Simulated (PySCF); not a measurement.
Magnetisability: SMILES C(=C(/C#C)C)/OC(C)=O, C₇H₈O₂

Geometry (Å), atoms numbered from 1 in this order:
```xyz
17

C    -1.6772    2.3571   -0.6072
C    -1.5536    1.2085   -0.2799
C    -1.4455   -0.1476    0.1081
C    -2.7171   -0.9407    0.1394
C    -0.2682   -0.6888    0.4324
O     0.8972    0.0415    0.4001
C     2.0461   -0.5673    0.7479
C     3.2021    0.3852    0.6160
O     2.1189   -1.7145    1.0984
H    -1.7728    3.3622   -0.8919
H    -3.4271   -0.4794    0.8247
H    -2.5255   -1.9616    0.4584
H    -3.1728   -0.9554   -0.8500
H    -0.1568   -1.7215    0.7365
H     2.8911    1.3895    0.8877
H     4.0243    0.0506    1.2411
H     3.5300    0.3942   -0.4221
```

The calculation used PySCF, GIAO PBE/3-21G magnetisability, rotational g tensor and spin-rotation constants, non-relativistic, gas phase. Geometry: GFN2-xTB.

What are the magnetisability and the molar susceptibility?

Isotropic -1278 × 10⁻³⁰ J/T², or -77.0 × 10⁻⁶ cm³/mol; principal values -1394, -1293, -1147 × 10⁻³⁰ J/T², anisotropy 216 × 10⁻³⁰ J/T² (root of half the summed squared differences of the principal values). The susceptibility is in cgs units.

Split it along the inertial axes a, b, c into diamagnetic and paramagnetic parts about the centre of mass, with the quadrupole moment.


```tsv
axis	χ (10⁻⁶ cm³/mol)	diamagnetic (10⁻⁶ cm³/mol)	paramagnetic (10⁻⁶ cm³/mol)	summed x² of all electrons (Å²)	quadrupole Θ (D Å)
a	-73.3	-514.4	441.1	312.2	+1.21
b	-73.6	-1384.6	1311.0	107.1	+3.32
c	-84.0	-1778.6	1694.6	14.2	-4.53
```
Anisotropies 2χaa − χbb − χcc = +10.9 and 2χbb − χaa − χcc = +10.1 × 10⁻⁶ cm³/mol. Θ is traceless in Buckingham's convention.

And the rotational g tensor?


```tsv
axis	rotational constant (GHz)	g	nuclear part	electronic part
a	3.0199	-0.0230	0.6029	-0.6258
b	0.9265	-0.0075	0.5632	-0.5707
c	0.7153	-0.0007	0.5688	-0.5695
```
Asymmetric top; isotopes 12C, 1H, 16O; no vibrational averaging.
